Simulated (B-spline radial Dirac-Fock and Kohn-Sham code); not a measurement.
# How the settings move the core levels of Tb⁷⁺

ΔSCF core binding energies without Breit or QED terms, calculated with a radial atomic solver. Keys: rel is the Hamiltonian (dirac, or spin-free x2c and nr, where L3 and M5 stand for the whole 2p and 3d shells), method is hf or an exchange,correlation pair (spin-unpolarised, also for the hole states), nuc the nuclear model, radius_factor scales its radius, rmax is the box in bohr, h the logarithmic mesh step, order the B-spline order, points the quadrature points per cell, c_factor scales the speed of light, and damp, ndamp, maxit and tol steer the iteration. The run stops when the commutator error falls below 10·tol·max(1, Z/10), or the numerical noise floor, and the energy has settled to about 1e-8 Ha; the virial ratio is −V/T.

Base input:

```json
{"items": [{"Z": 65, "q": 7, "cfg": [[1, 0, 2], [2, 0, 2], [2, 1, 6], [3, 0, 2], [3, 1, 6], [3, 2, 10], [4, 0, 2], [4, 1, 6], [4, 2, 10], [4, 3, 7], [5, 0, 2], [5, 1, 3]], "A": 159, "rrms": 5.06, "do": "settings", "holes": ["K", "L3", "M5"],
  "settings": [{"rel": "dirac", "method": "hf", "nuc": "fermi", "radius_factor": 1.0, "rmax": 45.0, "h": 0.3, "order": 8, "points": 10, "c_factor": 1.0, "maxit": 60, "damp": 0.5, "ndamp": 3, "tol": 1e-08}]}]}
```

The ground state converged in 10 iterations, with total energy -11699.87772 Ha, virial ratio 1.91451 and highest orbital energy -118.81 eV. ΔSCF binding energies: K (1s) 52339.8 eV, L3 (2p3/2) 7650.5 eV, M5 (3d5/2) 1361.3 eV.

Changes from the base run:

```tsv
changed setting	Δ total energy (Ha)	Δ K (eV)	Δ L3 (eV)	Δ M5 (eV)	iterations
method = "pbe,pbe"; rmax = 30.0; order = 6	-4.83194	+36.74	-32.49	-8.61	10
tol = 0.0001	0.00000	0.00	0.00	0.00	9
h = 0.4	+0.00646	+0.02	+0.02	+0.02	11
damp = 0.2	0.00000	0.00	0.00	0.00	10
rmax = 30.0; h = 0.4; order = 6	+0.03394	+0.04	+0.04	+0.06	11
order = 6	+0.00065	0.00	0.00	0.00	10
rel = "x2c"	?	?	?	?	?
```

Question: What does the change rel = "x2c" do?

Answer: The total energy moves by +8.56395 Ha and the binding energies by K -52.60 eV, L3 +228.31 eV, M5 +13.34 eV; the run takes 10 iterations.
